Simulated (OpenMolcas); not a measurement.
## Computed levels of Ir+

| Item | Value |
| --- | --- |
| Program | OpenMolcas |
| Method | XMS-CASPT2, IPEA 0.25 Eh, imaginary shift 0.1 Eh (closed shells correlated: 5s 5p) |
| Basis | ANO-RCC-VTZP [8s7p5d3f1g] |
| Scalar Hamiltonian | DKH2, point nucleus |
| Active space | 8 electrons in 6 orbitals (5d 6s) |
| State averaging | 2S+1 = 5 even, 15 roots; 2S+1 = 3 even, 75 roots kept (CI in the orbitals of an earlier block); 2S+1 = 1 even, 49 roots kept (CI in the orbitals of an earlier block) |
| Spin-orbit coupling | RASSI with atomic mean-field integrals over the reference wave functions, term energies averaged over their components |

Spin-free terms above the lowest, with the occupations of the reference:

| Configuration | Term | E (eV) | Occupations |
| --- | --- | --- | --- |
| 5d⁷ 6s | ⁵F | 0.0000 | 5d 7.00 6s 1.00 |
| 5d⁸ | ³F | 0.1926 | 5d 7.82 6s 0.18 |
| 5d⁷ 6s | ³P(1) | 0.489 | 5d 7.27 6s 0.73 |
| 5d⁷ 6s | ⁵P | 1.078 | 5d 7.00 6s 1.00 |
| 5d⁷ 6s | ¹G | 1.479 | 5d 7.28 6s 0.72 |
| 5d⁶ 6s² | ⁵D | 1.520 | 5d 6.00 6s 2.00 |
| 5d⁷ 6s | ³F(1) | 1.531 | 5d 7.00 6s 1.00 |
| 5d⁷ 6s | ³G | 1.865 | 5d 6.97 6s 1.03 |
| 5d⁷ 6s | ³P(2) | 2.229 | 5d 6.85 6s 1.15 |
| 5d⁷ 6s | ³H | 2.293 | 5d 6.97 6s 1.03 |
| 5d⁷ 6s | ³D | 2.445 | 5d 6.96 6s 1.04 |
| 5d⁷ 6s | ¹D(2) | 3.298 | 5d 7.34 6s 0.66 |
| 5d⁶ 6s² | ³H | 3.614 | 5d 6.03 6s 1.97 |

With spin-orbit coupling, above the lowest level:

| Configuration | Term | J | E (eV) | Measured (eV) | g | Term weight % | Second |
| --- | --- | --- | --- | --- | --- | --- | --- |
| 5d⁷ 6s | ⁵F | 5 | 0.0000 | 0.0000 | 1.382 | 91 | 9 ³G |
| 5d⁸ | ³F | 4 | 0.352 | 0.2805 | 1.241 | 93 | 2 5d⁷ 6s ¹G |
| 5d⁷ 6s | ³P(1) | 2 | 0.542 |  | 1.364 | 61 | 22 ¹D(1) |
| 5d⁷ 6s | ⁵F | 4 | 0.615 | 0.5936 | 1.316 | 83 | 9 ³F(1) |
| 5d⁷ 6s | ⁵F | 3 | 1.107 | 1.0151 | 1.248 | 87 | 6 ³D |
| 5d⁷ 6s | ⁵F | 2 | 1.275 |  | 1.010 | 54 | 12 5d⁸ ³F |
| 5d⁷ 6s | ³P(1) | 1 | 1.282 |  | 0.976 | 43 | 30 ⁵F |
| 5d⁸ | ³F | 3 | 1.375 | 1.2309 | 1.088 | 95 | 2 5d⁷ 6s ⁵F |
| 5d⁷ 6s | ⁵F | 2 | 1.532 |  | 1.112 | 30 | 23 5d⁸ ³F |
| 5d⁷ 6s | ³F(1) | 4 | 1.589 |  | 1.235 | 55 | 14 ¹G |
| 5d⁷ 6s | ⁵F | 1 | 1.596 |  | 0.787 | 50 | 31 ³P(1) |
| 5d⁷ 6s | ⁵P | 3 | 1.731 | 1.5764 | 1.631 | 91 | 4 ³D |
| 5d⁷ 6s | ³P(1) | 0 | 1.832 |  |  | 84 | 7 ³P(2) |
| 5d⁶ 6s² | ⁵D | 4 | 1.972 | 2.1338 | 1.427 | 83 | 10 5d⁷ 6s ¹G |
| 5d⁷ 6s | ⁵P | 2 | 2.062 | 1.9436 | 1.566 | 60 | 15 5d⁸ ³F |
| 5d⁷ 6s | ³F(1) | 3 | 2.295 |  | 1.264 | 43 | 35 5d⁶ 6s² ⁵D |
| 5d⁷ 6s | ⁵P | 1 | 2.380 | 2.3156 | 2.157 | 66 | 14 5d⁸ ³P |
| 5d⁷ 6s | ³G | 5 | 2.392 | 2.1670 | 1.179 | 70 | 18 ³H |
| 5d⁸ | ³F | 2 | 2.433 |  | 0.954 | 37 | 29 5d⁷ 6s ¹D(1) |
| 5d⁶ 6s² | ⁵D | 3 | 2.568 |  | 1.346 | 62 | 26 5d⁷ 6s ³F(1) |
| 5d⁷ 6s | ¹G | 4 | 2.571 |  | 1.081 | 42 | 27 ³F(1) |
| 5d⁷ 6s | ³P(2) | 2 | 2.618 |  | 1.249 | 23 | 23 ³F(1) |
| 5d⁷ 6s | ³P(2) | 1 | 2.721 |  | 1.438 | 42 | 22 5d⁶ 6s² ⁵D |
| 5d⁷ 6s | ³G | 4 | 2.785 |  | 1.019 | 52 | 15 ¹G |
| 5d⁶ 6s² | ⁵D | 2 | 2.950 |  | 1.359 | 64 | 9 5d⁷ 6s ³F(1) |
| 5d⁶ 6s² | ⁵D | 0 | 3.006 |  |  | 69 | 30 5d⁷ 6s ³P(2) |
| 5d⁷ 6s | ³H | 6 | 3.014 |  | 1.167 | 99 |  |
| 5d⁷ 6s | ³G | 3 | 3.134 |  | 0.848 | 76 | 8 ³D |
| 5d⁶ 6s² | ⁵D | 1 | 3.177 |  | 1.262 | 58 | 16 5d⁷ 6s ¹P |
| 5d⁷ 6s | ³P(2) | 2 | 3.206 |  | 1.220 | 47 | 17 ³F(1) |
| 5d⁷ 6s | ³H | 5 | 3.303 |  | 1.049 | 67 | 18 ¹H |
| 5d⁷ 6s | ³H | 4 | 3.437 |  | 0.963 | 31 | 28 5d⁸ ¹G |
| 5d⁷ 6s | ³D | 3 | 3.581 |  | 1.262 | 67 | 21 ³F(1) |
| 5d⁷ 6s | ³P(2) | 1 | 3.727 |  | 1.083 | 35 | 29 ³D |
| 5d⁷ 6s | ³D | 2 | 3.762 |  | 1.155 | 35 | 20 ³F(1) |
| 5d⁷ 6s | ³P(2) | 0 | 3.798 |  |  | 46 | 26 5d⁸ ³P |
| 5d⁶ 6s² | ³H | 5 | 4.029 |  | 1.079 | 36 | 33 ³G |
| 5d⁷ 6s | ¹D(2) | 2 | 4.057 |  | 1.136 | 36 | 17 ³D |
| 5d⁷ 6s | ³H | 4 | 4.296 |  | 1.002 | 34 | 28 5d⁸ ¹G |
| 5d⁶ 6s² | ³H | 6 | 4.336 |  | 1.167 | 99 |  |

Against the 9 measured excited levels shown (NIST Handbook of Basic Atomic Spectroscopic Data) the mean absolute deviation is 940 cm-1; the largest miss in energy is 5d⁷ 6s ³G₅ [70 %]: computed 2.392, measured 2.1670 eV (+10.4 %), and the largest in proportion 5d⁸ ³F₄ (+25.6 %).

Spin-orbit coupling puts the lowest level 0.9628 eV below the lowest spin-free term.

CASPT2 breaks the degeneracy within a term, and the mean is taken; among the terms shown or strongly mixed into the levels shown the widest spread is 1200 cm-1 (5d⁷ 6s ³H). Terms from blocks run as CI alone lack orbitals of their own. Configurations are named by rounded mean occupations; where the s occupation lies near a half they are strongly mixed, a name can repeat and a true partner stay unpaired. A single d shell beside an s shell can misplace configurations of different d count against each other. The CASPT2 spread within a term exceeds the gap to the next term for 5d⁷ 6s ¹G and 5d⁶ 6s² ⁵D, 5d⁶ 6s² ⁵D and 5d⁷ 6s ³F(1), 5d⁷ 6s ³P(2) and 5d⁷ 6s ³H and others, so the order of their levels is uncertain, and so are names and mixing where such terms share a J. Measured partners are found by configuration, term and J. A level has none where our copy of the source lacks it or the pairing is in doubt (some pairs that miss far off the trend of their configuration count as doubtful), and it then counts in no deviation. Levels of configurations outside the active space are missing. The first state left out of the spin-orbit step lies near 45000 cm-1 above the lowest spin-free state of the reference (among the parities and spins computed), and the list stops at four fifths of that energy or lower. The table shows the lowest 40 of 42 levels.

The CASPT2 steps took 37 s on 1 thread of Intel(R) Xeon(R) 6975P-C (Granite Rapids), with other jobs on the host; the integral step is not counted.

The term weight is that of the spin-free term in the level, not the purity of its configuration. A share in square brackets marks a mixed level and gives the weight of the term that names it. A number in round brackets counts repeated terms of one configuration in the order of the reference energies.
